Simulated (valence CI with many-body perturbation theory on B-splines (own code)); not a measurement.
# Forbidden lines of La XIX

Computed by configuration interaction combined with many-body perturbation theory (CI+MBPT): three valence electrons over a frozen Dirac-Fock core [Kr], a basis of 9 s, 9 p, 10 d, 8 f, 5 g, 3 h, 1 i functions for each j, with the one-electron correlation potential Σ1, the two-electron term Σ2, the three-electron term Σ3, Breit, model QED; selected CI, second order for the rest (own B-spline code, finite nucleus).

No measured levels were compared; by estimate terms of the open shell hold to 2 to 4 % of their energy, and close levels can change places. Only levels of the ground parity were solved; by the run's estimate the other parity begins above the list, which can be wrong where configurations are misplaced.

Lines 1 to 50 of 71 in falling wavelength, among levels below 155260 cm⁻¹, chosen from the decays that carry over 1 % of a level's rate. Wavelengths and rates use the calculated energies, so an error of 2000 cm⁻¹ moves a line at 6298 Å by 13 % and its rate by three times that or more. Weak lines are less certain than strong ones. Lines between different terms over intervals too small for the method are left out, as are lines whose strength nearly cancels. The highest levels of a list are the least certain.

Names give the largest LS component (configuration and term), which can be under half, so a name can repeat, a term be missing and a line seem to break the LS rules; names also repeat where a configuration has a term twice. Letters in brackets count levels of one name in rising energy.

```tsv
λ vac (Å)	Upper	Lower	Type	A (s⁻¹)	Branch %
16680	4d³ ⁴P_1/2	4d³ ⁴P_3/2	M1	5.86e+00	7.5
14940	4d³ ⁴F_9/2	4d³ ⁴F_7/2	M1	4.72e+00	100.0
7842	4d³ ⁴F_7/2	4d³ ⁴F_5/2	M1	6.65e+01	100.0
6490	4d³ ²D_5/2 [a]	4d³ ²D_3/2 [a]	M1	3.03e+01	4.7
6298	4d³ ²G_9/2	4d³ ²H_11/2	M1	1.62e+01	1.4
5631	4d³ ⁴P_3/2	4d³ ⁴F_5/2	M1	2.61e+01	8.9
5473	4d³ ⁴F_5/2	4d³ ⁴F_3/2	M1	2.17e+02	100.0
5369	4d³ ²H_11/2	4d³ ²H_9/2	M1	4.33e+01	20.2
5307	4d³ ²P_3/2	4d³ ²D_5/2 [a]	M1	1.86e+01	1.4
4213	4d³ ²H_9/2	4d³ ⁴F_9/2	M1	2.27e+02	52.5
4108	4d³ ²F_5/2	4d³ ²D_3/2 [a]	M1	4.43e+00	1.1
4063	4d³ ²D_5/2 [a]	4d³ ⁴P_5/2	M1	1.74e+01	2.7
3783	4d³ ⁴P_5/2	4d³ ⁴P_3/2	M1	1.73e+02	76.1
3605	4d³ ²G_7/2	4d³ ⁴F_7/2	M1	1.63e+02	22.5
3532	4d³ ²D_5/2 [a]	4d³ ²G_7/2	M1	1.23e+01	1.9
3374	4d³ ²D_3/2 [a]	4d³ ⁴P_1/2	M1	1.18e+02	8.5
3340	4d³ ²P_3/2	4d³ ²P_1/2	M1	2.01e+02	14.7
3286	4d³ ²H_9/2	4d³ ⁴F_7/2	M1	2.06e+02	47.5
3181	4d³ ⁴P_5/2	4d³ ⁴F_7/2	M1	1.71e+01	7.5
2981	4d³ ²F_5/2	4d³ ⁴P_5/2	M1	1.44e+02	34.9
2945	4d³ ²P_1/2	4d³ ⁴P_1/2	M1	6.52e+02	94.6
2920	4d³ ²P_3/2	4d³ ²D_3/2 [a]	M1	3.86e+02	28.3
2898	4d³ ²G_9/2	4d³ ²H_9/2	M1	4.77e+02	42.6
2806	4d³ ²D_3/2 [a]	4d³ ⁴P_3/2	M1	6.31e+02	45.9
2775	4d³ ⁴P_3/2	4d³ ⁴F_3/2	M1	2.68e+02	91.1
2724	4d³ ²F_7/2	4d³ ⁴P_5/2	M1	8.66e+00	2.1
2689	4d³ ²G_9/2	4d³ ²G_7/2	M1	5.27e+02	47.0
2685	4d³ ²F_5/2	4d³ ²G_7/2	M1	3.76e+01	9.1
2604	4d³ ²D_3/2 [b]	4d³ ²P_3/2	M1	2.96e+01	1.9
2503	4d³ ²P_1/2	4d³ ⁴P_3/2	M1	1.34e+01	1.9
2475	4d³ ²F_7/2	4d³ ²G_7/2	M1	9.66e+01	23.7
2470	4d³ ²G_7/2	4d³ ⁴F_5/2	M1	5.62e+02	77.4
2379	4d³ ⁴P_1/2	4d³ ⁴F_3/2	M1	7.19e+01	91.7
2361	4d³ ²H_11/2	4d³ ⁴F_9/2	M1	1.71e+02	79.8
2305	4d³ ²D_5/2 [b]	4d³ ²P_3/2	M1	4.59e+01	1.7
2301	4d³ ²P_3/2	4d³ ⁴P_5/2	M1	3.99e+02	29.2
2263	4d³ ⁴P_5/2	4d³ ⁴F_5/2	M1	2.67e+01	11.8
2070	4d³ ²D_3/2 [b]	4d³ ²F_5/2	M1	2.31e+02	15.2
1995	4d³ ²D_5/2 [b]	4d³ ²F_7/2	M1	2.82e+02	10.5
1959	4d³ ²D_5/2 [a]	4d³ ⁴P_3/2	M1	9.08e+01	14.0
1877	4d³ ²D_5/2 [b]	4d³ ²F_5/2	M1	6.83e+02	25.4
1873	4d³ ²D_3/2 [a]	4d³ ⁴F_5/2	M1	4.74e+02	34.4
1784	4d³ ²D_5/2 [a]	4d³ ⁴F_7/2	M1	3.95e+02	60.9
1747	4d³ ²D_3/2 [b]	4d³ ²D_5/2 [a]	M1	4.75e+02	31.3
1717	4d³ ²G_9/2	4d³ ⁴F_9/2	M1	1.27e+01	1.1
1667	4d³ ²F_5/2	4d³ ⁴P_3/2	M1	8.82e+01	21.4
1627	4d³ ²F_7/2	4d³ ⁴F_9/2	M1	1.88e+02	46.2
1601	4d³ ⁴P_5/2	4d³ ⁴F_3/2	M1	1.03e+01	4.5
1540	4d³ ²G_9/2	4d³ ⁴F_7/2	M1	8.74e+01	7.8
1539	4d³ ²F_5/2	4d³ ⁴F_7/2	M1	2.64e+01	6.4
```
